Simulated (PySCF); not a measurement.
A PySCF script (with the pyscf-properties extension) for the NMR shieldings of `InChI=1S/C7H14FP/c1-2-9-5-3-4-7(8)6-9/h7H,2-6H2,1H3/t7-,9?/m1/s1`, on a GFN2-xTB geometry:

```python
import basis_set_exchange as bse
import numpy as np
from pyscf import gto, dft
from pyscf.prop import nmr

atoms = """
C    -3.213847    0.595597    0.039190
C    -2.147617   -0.474489   -0.154839
P    -0.647139   -0.150701    0.900720
C     0.435755   -1.521495    0.255992
C     1.897357   -1.222391    0.576055
C     2.396475    0.011232   -0.169965
C     1.624076    1.261419    0.232594
F     2.186189    2.353892   -0.416005
C     0.150356    1.182792   -0.126616
H    -4.101989    0.361410   -0.544917
H    -2.845151    1.569619   -0.274595
H    -3.498075    0.661301    1.087170
H    -1.855565   -0.541160   -1.206952
H    -2.540910   -1.448075    0.151705
H     0.297145   -1.633117   -0.823720
H     0.130549   -2.453194    0.738989
H     2.516922   -2.079504    0.300997
H     2.007784   -1.063656    1.651967
H     3.455419    0.173814    0.040376
H     2.287556   -0.134209   -1.247282
H     1.747965    1.461554    1.305690
H     0.035590    0.973993   -1.194566
H    -0.323596    2.142352    0.094609
"""
names = dict.fromkeys(["C", "P", "F", "H"], "pcSseg-1")
basis = {el: gto.basis.parse(bse.get_basis(n, elements=[el], fmt="nwchem")) for el, n in names.items()}
mol = gto.M(atom=atoms, basis=basis, charge=0, verbose=0)
mf = dft.RKS(mol, xc="PBE0")
mf.grids.level = 2
mf.grids.alignment = dft.numint.BLKSIZE   # the property module wants whole blocks of grid points
mf.conv_tol = 1e-9
mf.kernel()

calc = nmr.RKS(mf)   # GIAO
C = mf.mo_coeff
Co = C[:, mf.mo_occ > 0]
resp = mf.gen_response(singlet=True, hermi=2)
def vind(x):   # induced exchange potential for any number of trial vectors
    d = np.einsum("pi,xij,qj->xpq", C, 2 * x.reshape(-1, C.shape[1], Co.shape[1]), Co, optimize=True)
    return np.einsum("xpq,pi,qj->xij", resp(d - d.transpose(0, 2, 1)), C, Co, optimize=True).ravel()
mo1, _ = nmr.rhf.solve_mo1(calc, with_cphf=vind)
sigma = calc.kernel(mo1)
for i, s in enumerate(sigma):   # ppm
    w = np.linalg.eigvalsh((s + s.T) / 2)
    print("%2d %-2s iso %8.1f  s11 %8.1f  s22 %8.1f  s33 %8.1f" % (i, mol.atom_pure_symbol(i), w.mean(), *w))
```

**Question.** What does it print?

**Answer.** 
```
 0 C  iso    174.8  s11    163.3  s22    173.1  s33    188.1
 1 C  iso    155.7  s11    139.0  s22    156.0  s33    172.0
 2 P  iso    376.2  s11    347.8  s22    368.9  s33    411.8
 3 C  iso    154.8  s11    141.8  s22    160.4  s33    162.1
 4 C  iso    161.5  s11    152.6  s22    161.8  s33    170.2
 5 C  iso    147.9  s11    139.4  s22    147.4  s33    156.8
 6 C  iso     93.0  s11     56.3  s22     74.5  s33    148.4
 7 F  iso    355.0  s11    313.2  s22    360.2  s33    391.7
 8 C  iso    146.7  s11    124.4  s22    155.2  s33    160.5
 9 H  iso     30.3  s11     25.1  s22     27.2  s33     38.6
10 H  iso     30.7  s11     25.1  s22     31.1  s33     35.9
11 H  iso     30.6  s11     26.0  s22     28.7  s33     37.2
12 H  iso     30.4  s11     26.0  s22     30.8  s33     34.5
13 H  iso     30.0  s11     24.6  s22     29.6  s33     35.9
14 H  iso     30.8  s11     26.7  s22     30.4  s33     35.2
15 H  iso     30.0  s11     25.1  s22     28.5  s33     36.4
16 H  iso     29.7  s11     23.7  s22     27.7  s33     37.7
17 H  iso     30.3  s11     26.6  s22     28.2  s33     36.0
18 H  iso     29.6  s11     24.9  s22     27.9  s33     35.9
19 H  iso     30.4  s11     27.9  s22     28.3  s33     35.0
20 H  iso     27.0  s11     23.6  s22     28.0  s33     29.6
21 H  iso     30.5  s11     27.1  s22     30.4  s33     34.0
22 H  iso     29.2  s11     24.3  s22     29.0  s33     34.1
```

These numbers come from an equivalent density-fitted implementation of the same equations, which agrees with the script to about 0.01 ppm for H and up to a few tenths of a ppm for heavy atoms, so last digits may differ.

Size and cost of the density-fitted run: 230 basis functions, of the order of 2.3 core-minutes.
